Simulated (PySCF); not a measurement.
BiI₂⁺, singlet: data card

These are results of PBE0 in PySCF with Bi def2-TZVP with ECP60, I def2-TZVP with ECP28; scalar-relativistic core potentials, no spin–orbit coupling; density-fitted integrals, not measurements.

The structure is a minimum.

```xyz
3
charge 1 multiplicity 1, angstrom
Bi    0.0000    0.0000   -0.9325
I     2.0969    0.0000    0.7615
I    -2.0969    0.0000    0.7615
```

```json
{"Point group": "C2v", "Bond lengths": "Bi–I 2.696 Å (×2)", "Bond angles": "I–Bi–I 102.1°", "Dipole moment about the centre of mass": "2.05 D", "Entropy at 298.15 K and 1 bar": "348.0 J/(mol K)", "Rotational constants": "0.05126, 0.01511, 0.01167 cm⁻¹", "Principal quadrupole moments (Buckingham, traceless) about the centre of mass": "-8.85, 0.75, 8.10 D Å", "Principal polarisabilities": "59.1, 92.4, 158.0 bohr³", "Highest occupied level": "-12.47 eV", "Zero-point energy": "2.8 kJ/mol", "Enthalpy at 298.15 K above 0 K": "14.98 kJ/mol", "Heat capacity Cp at 298.15 K": "56.9 J/(mol K)", "Rotational symmetry number": "2", "Lowest empty level": "-9.31 eV"}
```

Harmonic modes (masses in u: Bi 208.980, I 126.904):
| symmetry | ω (cm⁻¹) | IR (km/mol) | μ (u) |
| --- | --- | --- | --- |
| a1 | 61 | 0.3 | 138.38 |
| b2 | 201 | 24.3 | 152.23 |
| a1 | 201 | 4.2 | 146.28 |

In C2v the vibrations span 2a1 + b2. Here b1 is antisymmetric to the molecular plane and b2 lies in it.

Charges (e):
```tsv
atom	Mulliken	Löwdin	polar tensor	Mayer order to Bi1
Bi1	0.85	0.52	1.27	–
I2,3	0.07	0.24	-0.13	1.46
```

Mulliken populations on Bi1 (electrons outside its core potential): s 3.92, p 8.02, d 10.16, f 0.04.

Outer orbital energies (eV). occupied: -24.33, -21.70, -14.85, -14.16, -13.57, -12.71, -12.69, -12.47; empty: -9.31, -7.16, -6.65, -1.77.

Counting electrons, bismuth keeps 2 of its valence electrons outside its bonds, so the VSEPR class is AX2E1 and the expected shape is bent (C2v), as computed.

Only a few start shapes were tried, so a lower isomer may exist. No spin–orbit coupling is included, which matters more the heavier the element.

The final relaxation and frequency run took of the order of 9 core-minutes on a shared host.
